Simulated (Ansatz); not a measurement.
Job for Ansatz (a quantum-chemistry and plane-wave program): U-CCSD(T)/def2-SVP on BiFH2 (SMILES [F][BiH2]), a point of a bond scan (R = 1.445 Å). Elements past Kr take the def2 small-core potentials; no spin–orbit coupling. The run froze 10 orbitals, filled d shells among them.

Ansatz 0.2 input:
```yaml
crystal:
  periodic: [false, false, false]
  atoms:
    - {symbol: Bi, position_ang: [-0.09774088, -0.11515018, 0.12284387]}
    - {symbol: H, position_ang: [-1.28180536, 0.12364319, -0.66996711]}
    - {symbol: H, position_ang: [0.32388274, -1.51079423, -0.94310889]}
    - {symbol: F, position_ang: [1.04071460, 1.20943530, -0.93164028]}
basis:
  gaussian:
    orbitals: def2-SVP
correlation: {method: ccsd_t, electrons: outside_noble_gas}
scf: {omitted_lower_state_checks: [cluster_reference]}
magnetization: {spin_polarized: true, initial_magnetization: 0}
```

The log:

```
WARN ansatz: RAYON_NUM_THREADS=1 ignored (pool sized by the plan → 1); use --threads N
Functional definition: HF
these checks for a lower state are left out or cut short: cluster_reference
integrals: 0.03 GiB planned
561 factors; integrals over basis functions are off by at most 4.2e-4 eV
mean field: 0.12 GiB planned
mean field evaluation 1: about -8542.5603 eV, gradient 2.1e1 eV
mean field evaluation 2: about -8542.5724 eV, gradient 2.1e1 eV
mean field evaluation 4: about -8544.3732 eV, gradient 1.1e0 eV
mean field evaluation 8: about -8544.3862 eV, gradient 2.0e-3 eV
mean field -8544.38624358 eV, -314.0004028585 hartree, gradient 4.0e-6 eV, S^2 0.000000; 0 other end points of the search recorded, 0 dependent functions left out
10 core orbitals not correlated, not the lowest: weight in the atoms' cores, before any rotation towards them, 0.829 or more for the frozen orbitals, at most 0.208 for the correlated occupied ones
reference -8544.38624358 eV, -314.0004028585 hartree; 7, 7 occupied and 33, 33 virtual orbitals, 561 factors
second order -7.67828654 eV of doubles, -0.00000000 eV of singles
coupled cluster: 0.11 GiB planned
cycle   1  -7.88596091 eV  change   -2.1e-1 eV  update   8.6e-2
cycle   2  -8.11322979 eV  change   -2.3e-1 eV  update   3.1e-2
cycle   3  -8.20180322 eV  change   -8.9e-2 eV  update   1.8e-2
cycle   4  -8.20109548 eV  change    7.1e-4 eV  update   4.5e-3
cycle   5  -8.19881603 eV  change    2.3e-3 eV  update   1.9e-3
cycle   6  -8.19897094 eV  change   -1.5e-4 eV  update   5.8e-4
cycle   7  -8.19888410 eV  change    8.7e-5 eV  update   2.0e-4
cycle   8  -8.19884693 eV  change    3.7e-5 eV  update   7.2e-5
cycle   9  -8.19886795 eV  change   -2.1e-5 eV  update   2.6e-5
cycle  10  -8.19887362 eV  change   -5.7e-6 eV  update   8.4e-6
perturbative correction -0.14113372 eV, -0.0051865686 hartree
Total energy: -8552.72625092 eV, -314.3068924753 hartree
Checks for a lower state left out: cluster_reference
```

The run converged.

Cost: roughly 1.6 core-seconds.
